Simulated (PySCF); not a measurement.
C3H9Al, SMILES `[CH3][Al]([CH3])[CH3]`, neutral singlet in the gas phase. 

Cartesian coordinates (Å):
```xyz
13

C     -1.0155    -1.6724    -0.1587
Al    -0.0011     0.0002     0.0012
C      1.9574    -0.0248    -0.1251
C     -0.9453     1.6974     0.2843
H     -2.1062    -1.5389    -0.0827
H     -0.7128    -2.3927     0.6218
H     -0.8066    -2.1697    -1.1224
H      2.4201     0.4546     0.7553
H      2.3827    -1.0366    -0.2179
H      2.2990     0.5590    -0.9985
H     -0.2799     2.5742     0.3252
H     -1.6868     1.8766    -0.5140
H     -1.5203     1.6728     1.2271
```
Charge 0, multiplicity 1.

All levels are single points at this geometry (PBE0-D3(BJ)/def2-SVP); Pople sets use spherical d functions. Orbital energies aren't observables, and empty levels follow the basis.

BP86/6-31G* in PySCF gives gap (eV) = 5.07.

**Question.** Estimate the gap (eV) from each of these levels: M06-2X/def2-TZVP in PySCF; PBE-D3(BJ)/def2-TZVP in PySCF; B3LYP/3-21G in PySCF; B3LYP/LANL2DZ in PySCF; HF/3-21G in PySCF.

**Answer.** 
| level | gap (eV) |
|---|---|
| M06-2X/def2-TZVP in PySCF | 8.79 |
| PBE-D3(BJ)/def2-TZVP in PySCF | 5.12 |
| B3LYP/3-21G in PySCF | 6.68 |
| B3LYP/LANL2DZ in PySCF | 6.77 |
| HF/3-21G in PySCF | 12.97 |
